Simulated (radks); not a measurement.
All-electron atom: K18+ in 1s1.

All-electron calculation, non-relativistic Kohn-Sham, BLYP, spin-polarised, spherical densities, point nucleus; open shells are filled with parallel spins first. Program: a radial shooting solver on a logarithmic mesh with Libxc functionals.

Energy parts (Ry):
total: -360.89689
kinetic: 360.89689
electron-nucleus: -721.89570
Hartree: 11.86557
exchange-correlation: -11.76365

Orbitals (lengths in bohr, moments of r in powers of bohr):
orbital	occ.	eigenvalue (Ry)	<r^4>
1s up	1	-352.1781	0.0001744
2p up	0	-84.04373	0.01422

The highest occupied level is 1s up at -4791.6 eV. For comparison, the ionisation energy in NIST's Atomic Spectra Database is 4934.0 eV (theoretical). In exact Kohn-Sham theory the highest level is minus the ionisation energy, but local and semilocal functionals leave it too shallow, through self-interaction and a potential that decays too fast; potentials with the right tail come closer.
